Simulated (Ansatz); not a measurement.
System: CH₆NSi, net charge 0, doublet state. It need not be the lowest isomer of its formula. 
Geometry from a B3LYP-D3(BJ)/def2-TZVP (Ansatz, an electronic-structure program) optimisation:
```xyz
9

C     -1.5881    -0.1875     0.6057
N     -0.4980    -0.5685    -0.2285
Si     1.0262     0.2720    -0.2541
H     -2.2168    -1.0508     0.8464
H     -1.3150     0.3401     1.5300
H     -2.2318     0.4982     0.0294
H      2.1064    -0.7399    -0.2745
H      1.2300     1.1886     0.9022
H      1.0760     1.0611    -1.5106
```
Charge 0, spin multiplicity 2.

Total electronic energies in hartree. Correlated levels leave the core frozen unless marked. UHF or UKS for open shells. No spin-orbit coupling. No relativistic terms. CBS(X,Y): correlation extrapolated as X^-3; Hartree-Fock from the larger set. [CCSD(T)-MP2]/basis is that difference in the basis named.

| level | program | energy (Eh) |
|---|---|---|
| HF/6-31G* | Ansatz | -384.68205 |
| HF/cc-pV(T+d)Z | Ansatz | -384.75652 |
| HF/cc-pV(Q+d)Z | Ansatz | -384.76730 |
| PBE-D4/def2-TZVPD | Ansatz + dftd4 | -385.66620 |
| BLYP-D3(BJ)/def2-TZVPD | Ansatz + dftd3 | -385.90883 |
| PBE0-D3(BJ)/def2-TZVPD | Ansatz + dftd3 | -385.70769 |
| r2SCANh-D4/def2-TZVPD | Ansatz + dftd4 | -385.85544 |
| HSE06-D3(BJ)/def2-TZVPD | Ansatz + dftd3 | -385.69417 |
| CAM-B3LYP-D4/def2-TZVPD | Ansatz + dftd4 | (withheld) |
| B2PLYP-D4/def2-TZVPD | Ansatz + dftd4 | -385.73507 |
| B2PLYP/def2-TZVPD | Ansatz | -385.73155 |
| PBE-QIDH/def2-TZVPD | Ansatz | -385.59667 |
| RPA@PBE/cc-pV(T+d)Z | Ansatz | -385.58148 |
| MP2/cc-pV(T+d)Z | Ansatz | -385.23153 |
| RI-MP2/aug-cc-pV(Q+d)Z | Ansatz | -385.28020 |
| RI-MP2/cc-pV(Q+d)Z | Ansatz | -385.27558 |
| RI-MP2/CBS(cc-pV(T+d)Z,cc-pV(Q+d)Z) | Ansatz | -385.3001 |
| SCS-MP2/aug-cc-pV(Q+d)Z | Ansatz | -385.29615 |
| CCSD/STO-3G | Ansatz | -380.37232 |
| CCSD/cc-pwCVTZ | Ansatz | -385.28663 |
| CCSD(T)/cc-pV(D+d)Z | Ansatz | -385.15882 |
| RI-MP2/CBS(cc-pV(T+d)Z,cc-pV(Q+d)Z)+[CCSD(T)-MP2]/cc-pV(D+d)Z | Ansatz | -385.3650 |
| CCSD(T)/CBS(aug-cc-pV(T+d)Z,aug-cc-pV(Q+d)Z) | Ansatz | -385.3604 |

**Question.** Fill in the missing entries.

**Answer.** 
- CAM-B3LYP-D4/def2-TZVPD, energy (Eh): -385.90584
